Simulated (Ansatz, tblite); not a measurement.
Removing and adding an electron: `CN(C)c1ccc(-c2ncccn2)nc1`. Total charge 0; singlet. Geometry: PBE-D4/def2-SVP. Ansatz, gas phase; energy differences of separate SCF runs; the oxidised species was run as a doublet alone; the reduced species was run as a doublet alone.

```csv
atom,x (Å),y (Å),z (Å)
C1,3.534,1.388,1.448
N2,2.479,1.833,0.559
C3,2.550,3.146,-0.052
C4,1.394,1.018,0.324
C5,1.266,-0.267,0.917
C6,0.146,-1.044,0.633
C7,-0.851,-0.548,-0.236
C8,-2.049,-1.367,-0.551
N9,-2.119,-2.588,0.033
C10,-3.192,-3.334,-0.245
C11,-4.214,-2.894,-1.100
C12,-4.038,-1.614,-1.650
N13,-2.975,-0.849,-1.387
N14,-0.744,0.672,-0.800
C15,0.320,1.419,-0.534
H16,3.164,1.207,2.484
H17,4.321,2.163,1.500
H18,4.008,0.445,1.093
H19,2.533,3.091,-1.164
H20,3.493,3.638,0.248
H21,1.707,3.803,0.262
H22,2.037,-0.658,1.594
H23,0.015,-2.043,1.072
H24,-3.243,-4.328,0.236
H25,-5.094,-3.512,-1.324
H26,-4.796,-1.186,-2.335
H27,0.348,2.407,-1.025
```

The xTB rows come from tblite. HOMO above LUMO, or a gap near zero within one spin, warns that the state may not be the lowest or that an electron is smeared out.

```csv
level,−HOMO (eV),vertical IE (eV),−LUMO (eV),vertical EA (eV),HOMO–LUMO gap (eV),IE − EA (eV),remarks
GFN1-xTB,10.41,12.71,7.94,5.59,2.46,7.13,–
GFN2-xTB,9.52,11.79,7.21,4.80,2.32,6.99,–
PBE-D4/def2-SVP,4.76,7.00,1.99,-0.14,2.78,7.14,"HOMO above zero (-1 doublet), gap within one spin near zero (+1 doublet)"
PBE0-D4/def2-SVP,5.68,7.18,1.24,-0.19,4.44,7.37,HOMO above zero (-1 doublet)
```

Relaxing the reduced species (PBE-D4/def2-SVP) changes its energy by -0.25 eV at PBE-D4/def2-SVP, so the adiabatic electron affinity to this nearest minimum is 0.11 eV. At PBE0-D4/def2-SVP it is 0.03 eV. The highest occupied level of the relaxed charge -1 doublet lies above zero (up to 1.78 eV). By energy differences its removal costs 0.11 eV (each at its own geometry, to the charge 0 singlet, at PBE-D4/def2-SVP); self-interaction error and the lack of diffuse functions both raise the level.     A HOMO above zero means that the electron is unbound at that level or that self-interaction error raises the level; the energy of removing that electron tells which. Raw xTB energy differences between charge states are shifted by several eV; the methods need an empirical correction for them. Sets without diffuse functions give affinities that are too small. A negative affinity means that the extra electron isn't bound; its size then hangs on the basis.
